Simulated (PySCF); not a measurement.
Compound: [MoO4]2- (charge -2 and singlet state).
Bonds: Mo1–O2, Mo1–O3, Mo1–O4, Mo1–O5.

Theory: PBE0-D3(BJ)/def2-SVP geometry optimisation, gas phase, def2 core potentials past Kr (PySCF 2.14.0).

(1) How far are the bound atoms from Mo1?

(2) What is the shape at Mo1?

(3) What are the rotational constants (commonest isotopes, rigid rotor)?

## Answers

(1) 4 atoms: O3 1.766 Å, O2 1.766 Å, O5 1.766 Å, O4 1.767 Å.

(2) Tetrahedral: angles from 109.4° to 109.5°; τ4 = (360° − α − β)/141° = 1.00 with α and β the two widest (0 for a square, 1 for a tetrahedron).

(3) A = 3800, B = 3799, C = 3797 MHz: a spherical top.

Point group: Td (every atom within 0.08 Å of its image). Charge -2, singlet. Whether so highly charged an anion holds all its electrons in the gas phase wasn't checked; a finite basis holds them in any case. The ion is multiply charged and computed without counter-ions or solvent. The geometry's basis has no diffuse functions, a weakness for an anion. Not checked by PBE0-D3(BJ)/def2-SVP frequencies.
